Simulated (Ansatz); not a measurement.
Computed with Ansatz on PBE0-D4/def2-TZVP structures; ΔE is electronic, products minus reactants. CCSD(T)/CBS adds triple-zeta CCSD(T) − MP2 to the extrapolated MP2 energy (def2 sets, frozen cores). Functionals use def2-TZVPP. For Ga outer-core shells are correlated without core-valence functions, which leaves a few kJ/mol of doubt a bond. Scalar relativity is left out up to krypton. Each species was taken in one conformer, which may not be the lowest.

Reaction (redistribution): `[AlH2][C]1=C[SiH2]C1` + `[NH2][GaH][NH2]` → `[NH2][GaH][AlH2]` + `NC1=C[SiH2]C1`

```tsv
species	PBE0-D4 energy (Eh)
`[AlH2][C]1=C[SiH2]C1`	-650.07124
`[NH2][GaH][NH2]`	-2037.07316
`[NH2][GaH][AlH2]`	-2224.63698
`NC1=C[SiH2]C1`	-462.50238
```

**Question.** Work out ΔE.

**Answer.** ΔE = (-2224.63698) + (-462.50238) − (-650.07124) − (-2037.07316) = 0.00504 Eh = +3.2 kcal/mol. CCSD(T)/CBS gives +10.4 kcal/mol.

Largest T1 diagnostic among the species: 0.015.

The D4 term adds +0.8 kcal/mol with B3LYP and +0.4 kcal/mol with PBE0; it sums over pairs of atoms, weighted by their polarisabilities, and B3LYP, whose exchange is more repulsive, gets the larger term. From PBE to PBE0 (25 % exact exchange), in def2-TZVPP and without D4, ΔE moves by +1.2 kcal/mol.

B3LYP here is the variant with VWN-RPA as its local correlation; programs differ in this.
